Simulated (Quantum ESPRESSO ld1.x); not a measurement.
Question: The aim is the lanthanum ion La+ in [Xe] 5d2. What will ld1.x (Quantum ESPRESSO 7.5) do with this input?

```
 &input
    zed=57.0,
    iswitch=1,
    rel=1,
    dft='PBESOL',
    config='[Xe] 5d2',
    relpert=.true.,
    prefix='ld1',
    max_out_wfc=37,
    file_charge='ld1.rho',
 /
```

Answer: Refused. The program stops in ld1_readin with "perturbative SO-splitting for AE calculations with rel=0 only": the perturbative correction needs rel = 0.

Output (excerpt):

```
     Program LD1 v.7.5 starts

 %%%%%%%%%%%%%%%%%%%%%%%%%%%%%%%%%%%%%%%%%%%%%%%%%%%%%%%%%%%%%%%%%%%%%%%%%%%%%%
     Error in routine ld1_readin (1):
     perturbative SO-splitting for AE calculations with rel=0 only
 %%%%%%%%%%%%%%%%%%%%%%%%%%%%%%%%%%%%%%%%%%%%%%%%%%%%%%%%%%%%%%%%%%%%%%%%%%%%%%

     stopping ...
```

Run on one thread of a shared host, so times are rough (Intel(R) Xeon(R) Processor @ 2.60GHz): 0.46 s of CPU time, 0.57 s wall.
